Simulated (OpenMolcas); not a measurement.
**Pd2+: effect of the IPEA shift**

* Program: OpenMolcas
* Basis: ANO-RCC-VTZP [7s6p4d2f1g]
* Scalar Hamiltonian: DKH2, point nucleus
* Active space: 8 electrons in 6 orbitals (4d 5s)
* State averaging: 2S+1 = 5 even, 10 roots; 2S+1 = 3 even, 55 roots; 2S+1 = 1 even, 43 roots
* Spin-orbit coupling: state interaction with AMFI integrals over the reference wave functions, term energies averaged over their components

Methods on the same reference wave functions:
A. CASSCF
B. MS-CASPT2, IPEA 0 Eh, imaginary shift 0.1 Eh (closed shells correlated: 4s 4p)
C. MS-CASPT2, IPEA 0.25 Eh, imaginary shift 0.1 Eh (closed shells correlated: 4s 4p)

Energies in cm-1 above 4d8 3F4, the measured ground level; measured values from Moore, Atomic Energy Levels, vol. III, NSRDS-NBS 35 (1971 reprint of NBS Circular 467, 1958).

```csv
Level,A,B,C,Measured
4d8 3F4,0.0,0.0,0.0,0.0
4d8 3F3,3308,3320,3320,3230
4d8 3F2,4906,4720,4720,4687
4d8 3P1,17546,13330,13570,13470
4d8 3P0,17865,13590,13820,13699
4d8 1G4,19992,18390,18110,17880
4d7 5s 5F5,48501,53980,55070,52916
4d8 1S0,49668,41870,41820,
4d7 5s 5F4,50592,56060,57140,55089
4d7 5s 5F3,52200,57680,58760,56742
4d7 5s 5F2,53312,58760,59850,57845
4d7 5s 5F1,54008,59430,60520,58527
4d7 5s 3F4(1),59917,62660,64030,
4d7 5s 3F3(1),62686,65420,66790,
4d7 5s 5P3,65121,66750,68320,65708
4d7 5s 5P1,66667,68090,69710,67151
```

Deviations, from unrounded energies. A percentage is the sum of absolute deviations over the sum of measured energies, with the sign that they share, or ± where signs differ.

```tsv
Against measurement	Levels	A	B	C
mean absolute deviation (cm-1)	12	2900	640	1300
fine structure of the ground term (%)	2	+3.7	+1.6	+1.6
other terms of the ground configuration (%)	3	+23.0	±1.7	+1.0
other configurations (%)	7	-5.7	+1.6	+3.7
```

B lies closest to measurement on these levels and A furthest from it. The largest miss of B in the table is 4d7 5s 5F5, by +1100 cm-1. The ranking rests on the paired levels alone, and a cruder setting can come out closer through cancelling errors.

Between B and C the level of the table that moves most is 4d7 5s 5P1, by 1600 cm-1 (lowest in B, highest in C). Moves below CASPT2's spread within the term are not significant.

The mean deviations of B to C differ by less than CASPT2's widest spread within a term (1400 cm-1), so their order carries little weight.

From A to B the spin-free energies of the other terms of 4d8 shown, above 3F, scale by factors of 0.70 to 0.91, as is usual when dynamic correlation screens the repulsion within a d or f shell.

The lowest spin-free term lies below A's lowest term by 0.538 hartree in B, 0.530 hartree in C.

CASPT2 does not keep the components of a term degenerate, so their means are used; among the terms shown or strongly mixed into the levels shown the widest spread is 1400 cm-1 (4d8 1G, C). A single d shell beside an s shell can misplace configurations of different d count against each other. Without dynamic correlation excited terms often stand tens of per cent too high (terms of higher spin than the ground term too low), and those without a measured partner can miss by more than the paired ones (holds for A). Measured partners are found by configuration, term and J. A level has none where our copy of the source lacks it or the pairing is in doubt (some pairs that miss far off the trend of their configuration count as doubtful), and it then counts in no deviation. Only configurations of the active space appear. The table leaves out levels that lie high or whose names do not pair safely across all columns.

A number in round brackets counts repeated terms of one configuration in the order of the reference energies.
